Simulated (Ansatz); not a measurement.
`CO[SiH](C)C`, 15 atoms. Total charge 0; spin multiplicity 1. All runs use 4 threads of a server CPU on a shared host. Correlated methods freeze the cores.

Question: Give the basis size and wall time and peak host memory of each of these runs in Ansatz. RKS PBE0-D4/def2-TZVP frequencies; RKS PBE0-D4/def2-TZVP relaxation (9 steps); RKS PBE0-D4/def2-QZVPP energy; RHF-CCSD(T)/def2-TZVPP energy; RKS ωB97M-V/def2-QZVPP energy; RKS PBE0-D4/def2-SVP energy; direct RPA on PBE orbitals/def2-TZVPP energy; RKS BLYP-D4/def2-TZVPP energy; RKS ωB97M-V/def2-TZVPP energy and forces; RKS ωB97M-V/def2-SVP energy; RHF-CCSD(T)/def2-SVP energy; RKS B2PLYP (frozen core)/def2-TZVPP energy. (Estimate.)

Answer: Ansatz gave: Other jobs shared the machine, so times are rough.

| level | job | functions | wall time | peak host memory (GiB) |
| --- | --- | --- | --- | --- |
| RKS PBE0-D4/def2-SVP | energy | 124 | 1.4 s | 0.31 |
| RKS BLYP-D4/def2-TZVPP | energy | 306 | 2.4 s | 0.46 |
| RKS ωB97M-V/def2-SVP | energy | 124 | 3.8 s | 0.43 |
| direct RPA on PBE orbitals/def2-TZVPP | energy | 306 | 7 s | 0.9 |
| RKS B2PLYP (frozen core)/def2-TZVPP | energy | 306 | 7 s | 0.94 |
| RHF-CCSD(T)/def2-SVP | energy | 124 | 8.5 s | 0.78 |
| RKS PBE0-D4/def2-QZVPP | energy | 598 | 11 s | 2.5 |
| RKS ωB97M-V/def2-TZVPP | energy and forces | 306 | 13 s | 1.3 |
| RKS ωB97M-V/def2-QZVPP | energy | 598 | 23 s | 2.8 |
| RKS PBE0-D4/def2-TZVP | relaxation (9 steps) | 221 | 32 s | 0.69 |
| RKS PBE0-D4/def2-TZVP | frequencies | 221 | 3.8 min | 0.73 |
| RHF-CCSD(T)/def2-TZVPP | energy | 306 | 10 min | 4.1 |
